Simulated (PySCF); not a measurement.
Structure from 2D NMR

Compound of formula C7H15B. Correlations simulated from computed shifts and the bond graph:

HSQC (one-bond C–H):
```tsv
δH	δC
6.09	147.3
5.21	120.4
5.08	120.4
2.22	41.9
1.30	21.4
1.20	34.9
0.99	19.0
0.87	12.3
```

COSY cross peaks (H two or three bonds apart, from the bond graph; peaks can be absent where the dihedral angle is near 90°):
```tsv
δH	δH
6.09	5.21
6.09	5.08
6.09	2.22
5.21	5.08
1.30	1.20
1.30	0.99
```

HMBC (two and three bonds, from the bond graph):
```tsv
δH	δC
6.09	120.4, 41.9
5.21	147.3, 41.9
5.08	147.3, 41.9
2.22	147.3, 120.4, 34.9, 12.3
1.30	34.9, 19.0
1.20	41.9, 21.4, 19.0, 12.3
0.99	34.9, 21.4
0.87	41.9, 34.9
```

PySCF 2.14.0 with density-fitted response routines calculation with shielding tensors at PBE0/pcSseg-1 (GIAO) and structure optimised with PBE0-D3(BJ)/def2-SVP; non-relativistic, in vacuum, rapidly exchanging positions averaged, one conformer.

Scale: ¹H (31.27 ppm) and ¹³C (184.41 ppm) against TMS (reference shieldings calculated alike).

Exchangeable hydrogens are left out of these lists.

Work out the connectivity.

## Answers

SMILES C=CCB(C)CCC.

Numbering as in the mapped SMILES `[CH2:1]=[CH:2][CH2:3][B:4]([CH3:5])[CH2:6][CH2:7][CH3:8]`. Hydrogens are named by the atom that carries them. Ha(C1) is cis to C3; Hb(C1) is trans to C3.

δC 147.3 is C2, an alkene CH (δH 6.09). δC 120.4 is C1, a terminal =CH2 carbon (δH 5.21, 5.08). δC 41.9 is C3, an allylic sp3 CH2 bonded to B (δH 2.22). δC 34.9 is C6, an sp3 CH2 bonded to B (δH 1.20). δC 21.4 is C7, an sp3 CH2 (δH 1.30). δC 19.0 is C8, a methyl carbon (δH 0.99). δC 12.3 is C5, a methyl carbon bonded to B (δH 0.87). COSY links 6.09–5.21, 6.09–5.08, 6.09–2.22, 5.21–5.08, 1.30–1.20, 1.30–0.99.

This is the structure that produced the data.

A carbon bonded to boron is broadened by the quadrupolar boron nucleus and is often missing from a measured spectrum. Shifts are as computed. Against solution values, carbons near 30 ppm lie about +2 ppm off and those near 130 ppm about +5 ppm. Of 1309 compounds with measured shifts, 239 miss one by over three times the rms of a fit or turn the order of signals round; such compounds aren't used in these exercises.
